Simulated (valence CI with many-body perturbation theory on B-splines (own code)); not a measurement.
E1 transitions of Au⁴⁷⁺

Computed by relativistic CI+MBPT: four valence electrons over a frozen Dirac-Fock core [Ar] 3d10, radial functions for each j: 11 s, 11 p, 10 d, 8 f, 5 g, 2 h, with the one-electron correlation potential Σ1 (screened to all orders), the two-electron term Σ2, the three-electron term Σ3, Breit, model QED; selected single and double excitations, second order for the rest, scaled by the run's own slope (own B-spline code, finite nucleus).

The last digits are not significant, and no measured levels were compared; by estimate large intervals hold to a few tenths of a per cent, small ones and those within an open d or f shell to about a per cent. Among the levels kept, up to 400 cm⁻¹ of a level comes from second order outside the variational space, and about a tenth of that is noise between levels of different J, which matters for small intervals.

Lines 1 to 50 of 563 in falling wavelength, among levels below 6511.3 × 10³ cm⁻¹, chosen from the strongest by gf and those to the six lowest levels. Wavelengths and rates use the calculated energies. Electric multipoles are in the length gauge, E1 and E2 with the static RPA response of the core. Weak lines are less certain than strong ones. Lines between different terms over intervals too small for the method are left out, as are lines whose strength nearly cancels. Where a level lies close to another of its J and parity, the split of strength between their lines is uncertain. The highest levels of a list are the least certain.

Levels are named by their leading jj configuration (3d3/2^4 stands for four electrons in 3d with j = 3/2), which in mixed levels can hold well under half, so a name can repeat and another be missing. Letters in brackets count levels of one name in rising energy.

```tsv
λ vac (nm)	Upper	Lower	A (s⁻¹)	S (a.u.) with core polarisation	S without
84.88	(4s^2 4p3/2^2) J=2	(4s 4p1/2^2 4p3/2) J=1	5.30e+05	8.00e-04	8.46e-04
40.35	(4s^2 4p3/2^2) J=2	(4s 4p1/2^2 4p3/2) J=2	2.82e+06	4.57e-04	4.83e-04
24.18	(4s^2 4p1/2 4d3/2) J=1	(4s^2 4p3/2^2) J=2	2.32e+07	4.86e-04	5.16e-04
18.10	(4s^2 4p1/2 4d5/2) J=2	(4s^2 4p3/2^2) J=2	1.58e+08	2.31e-03	2.45e-03
17.71	(4s^2 4p1/2 4d5/2) J=3	(4s^2 4p3/2^2) J=2	1.20e+08	2.30e-03	2.45e-03
14.15	(4s 4p1/2 4d3/2^2) J=3	(4s^2 4d3/2^2) J=2	9.02e+09	8.84e-02	9.37e-02
13.02	(4s 4p1/2 4d3/2 4d5/2) J=5	(4s^2 4d3/2 4d5/2) J=4	1.36e+10	1.64e-01	1.73e-01
12.92	(4s 4p1/2 4p3/2 4d3/2) J=4	(4s^2 4p3/2 4d3/2) J=3	9.92e+09	9.51e-02	1.01e-01
12.52	(4s 4p1/2 4p3/2^2) J=2 [a]	(4s^2 4p3/2^2) J=2	2.19e+09	1.06e-02	1.13e-02
11.92	(4s 4p1/2 4p3/2 4f7/2) J=6	(4s^2 4p3/2 4f7/2) J=5	1.88e+10	2.05e-01	2.17e-01
11.92	(4s 4p1/2 4p3/2 4d5/2) J=5	(4s^2 4p3/2 4d5/2) J=4	1.77e+10	1.63e-01	1.73e-01
11.86	(4s 4p1/2^2 4p3/2) J=2	(4s^2 4p1/2 4p3/2) J=2	1.32e+10	5.45e-02	5.78e-02
11.85	(4p1/2^2 4p3/2 4d5/2) J=4	(4s 4p1/2 4p3/2 4d5/2) J=3 [c]	1.15e+10	8.49e-02	9.01e-02
11.80	(4s 4p1/2 4d5/2^2) J=5 [a]	(4s^2 4d5/2^2) J=4	1.50e+10	1.34e-01	1.42e-01
11.72	(4s 4p1/2 4d5/2^2) J=5 [b]	(4s^2 4p3/2 4f5/2) J=4	1.47e+10	1.28e-01	1.36e-01
11.63	(4s 4p1/2 4p3/2 4d5/2) J=4 [c]	(4s^2 4p3/2 4d5/2) J=3	1.20e+10	8.39e-02	8.90e-02
11.58	(4p1/2^2 4p3/2 4d5/2) J=3	(4s 4p1/2 4p3/2 4d5/2) J=2 [d]	1.62e+10	8.70e-02	9.23e-02
11.53	(4s 4p1/2^2 4d5/2) J=3	(4s^2 4p1/2 4d5/2) J=3	1.44e+10	7.61e-02	8.07e-02
11.53	(4s 4p1/2^2 4f5/2) J=3	(4s^2 4p1/2 4f5/2) J=2	1.97e+10	1.04e-01	1.11e-01
11.51	(4s 4p1/2 4p3/2^2) J=3	(4s^2 4p3/2^2) J=2	1.68e+10	8.86e-02	9.40e-02
11.50	(4s 4p1/2 4p3/2 4f7/2) J=5 [b]	(4s^2 4p3/2 4f7/2) J=4	1.29e+10	1.07e-01	1.13e-01
11.50	(4s 4p1/2^2 4f7/2) J=4	(4s 4p1/2 4p3/2 4d3/2) J=3 [a]	1.12e+10	7.59e-02	8.03e-02
11.49	(4s 4p1/2 4p3/2 4d5/2) J=3 [a]	(4s^2 4p3/2 4d5/2) J=2	1.31e+10	6.84e-02	7.26e-02
11.38	(4s 4p1/2^2 4d5/2) J=3	(4s^2 4p1/2 4d5/2) J=2	1.96e+10	9.99e-02	1.06e-01
11.35	(4s 4p1/2^2 4p3/2) J=2	(4s^2 4p1/2 4p3/2) J=1	1.59e+10	5.75e-02	6.10e-02
11.31	(4p1/2^2 4p3/2 4d5/2) J=3	(4s 4p1/2 4p3/2 4d5/2) J=3 [d]	1.95e+10	9.73e-02	1.03e-01
11.22	(4s 4p1/2^2 4d3/2) J=1	(4s^2 4p1/2 4d3/2) J=2	3.09e+10	6.46e-02	6.85e-02
11.20	(4s 4p1/2 4d5/2^2) J=2 [b]	(4s^2 4d5/2^2) J=2	2.05e+10	7.12e-02	7.55e-02
11.16	(4s 4p1/2 4p3/2 4f7/2) J=3 [e]	(4s^2 4d5/2^2) J=2	1.86e+10	8.92e-02	9.46e-02
11.16	(4p1/2^2 4p3/2 4d5/2) J=4	(4s 4p1/2 4p3/2 4d5/2) J=4 [b]	1.15e+10	7.07e-02	7.50e-02
11.13	(4s 4p1/2 4p3/2 4f5/2) J=4 [b]	(4s^2 4d5/2^2) J=4	1.12e+10	6.88e-02	7.29e-02
11.10	(4s 4p1/2 4p3/2 4f7/2) J=4 [b]	(4s^2 4p3/2 4f7/2) J=4	1.03e+10	6.26e-02	6.64e-02
11.09	(4p1/2^2 4p3/2 4d3/2) J=3	(4s 4p1/2 4p3/2 4d3/2) J=3 [c]	1.91e+10	9.01e-02	9.56e-02
11.07	(4s 4p1/2 4p3/2 4d5/2) J=2 [c]	(4s^2 4p3/2 4d5/2) J=1	2.16e+10	7.24e-02	7.68e-02
11.07	(4s 4p1/2^2 4f7/2) J=4	(4s^2 4p1/2 4f7/2) J=4	1.42e+10	8.55e-02	9.06e-02
11.07	(4s 4p1/2 4p3/2 4d3/2) J=3 [c]	(4s^2 4p3/2 4d3/2) J=3	1.47e+10	6.90e-02	7.32e-02
11.02	(4p1/2^2 4p3/2 4d3/2) J=2	(4s 4p1/2 4p3/2 4d3/2) J=2 [b]	2.13e+10	7.05e-02	7.48e-02
11.02	(4s 4p1/2 4d5/2^2) J=4 [b]	(4s^2 4p3/2 4f5/2) J=4	1.97e+10	1.17e-01	1.24e-01
10.98	(4s 4p1/2^2 4f7/2) J=4	(4s^2 4p1/2 4f7/2) J=3	1.54e+10	9.05e-02	9.58e-02
10.87	(4s 4p1/2^2 4f5/2) J=3	(4s^2 4p1/2 4f5/2) J=3	1.95e+10	8.67e-02	9.19e-02
10.87	(4s 4p1/2^2 4f7/2) J=3	(4s^2 4p1/2 4f7/2) J=4	3.23e+10	1.43e-01	1.52e-01
10.84	(4s 4p1/2^2 4f5/2) J=2	(4s^2 4p1/2 4f5/2) J=3	2.91e+10	9.14e-02	9.68e-02
10.83	(4s 4p1/2^2 4d3/2) J=2	(4s^2 4p1/2 4d3/2) J=2	2.19e+10	6.88e-02	7.30e-02
10.82	(4p1/2^2 4p3/2 4d5/2) J=1	(4s 4p1/2 4p3/2 4d5/2) J=2 [c]	4.44e+10	8.33e-02	8.84e-02
10.72	(4s 4p1/2 4p3/2 4f5/2) J=2 [d]	(4s^2 4p3/2 4f5/2) J=1	2.08e+10	6.33e-02	6.71e-02
10.71	(4s 4p1/2^2 4d5/2) J=2	(4s^2 4p1/2 4d5/2) J=3	3.53e+10	1.07e-01	1.13e-01
10.67	(4p1/2^2 4p3/2 4d5/2) J=2	(4s 4p1/2 4p3/2 4d5/2) J=2 [b]	2.74e+10	8.21e-02	8.71e-02
10.64	(4s 4p1/2 4p3/2 4d5/2) J=3 [d]	(4s^2 4p3/2 4d5/2) J=3	2.11e+10	8.77e-02	9.30e-02
10.49	(4s 4p1/2 4p3/2 4f7/2) J=5 [c]	(4s^2 4p3/2 4f7/2) J=5	2.07e+10	1.30e-01	1.38e-01
10.41	(4s 4p1/2 4p3/2 4d5/2) J=2 [d]	(4s^2 4p3/2 4d5/2) J=3	2.77e+10	7.70e-02	8.16e-02
```
